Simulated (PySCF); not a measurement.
Numbering as in the mapped SMILES `[CH3:1][S:2][SiH2:3][NH2:4]`; H(Xn) means a hydrogen on atom n.

Geometry: PBE0-D3(BJ)/def2-SVP; GIAO absolute shieldings from PySCF 2.14, gas phase, non-relativistic, averaged over equivalent atoms.

At PBE0/pcSseg-1 (117 basis functions, 8 s wall time on 1 thread of an Arm Neoverse V1, shared host):
| atoms | σ (ppm) |
| --- | --- |
| C1 | 172.6 |
| S2 | 682.9 |
| Si3 | 367.0 |
| N4 | 249.4 |
| H(Si3) | 26.14 |
| H(C1) | 29.52 |
| H(N4) | 30.66 |

Question: Predict the values at wB97X-D/pcSseg-2 on the same geometry.

Answer: 
| atoms | σ at wB97X-D/pcSseg-2 | change |
| --- | --- | --- |
| C1 | 172.8 | +0.2 |
| S2 | 664.2 | -18.7 |
| Si3 | 358.3 | -8.7 |
| N4 | 245.0 | -4.4 |
| H(Si3) | 26.22 | +0.08 |
| H(C1) | 29.50 | -0.02 |
| H(N4) | 30.61 | -0.05 |

The largest change is at S2 (sulfur bonded to C, Si). Cost: 256 basis functions, 31 s wall time on 1 thread of an Arm Neoverse V1, shared host.
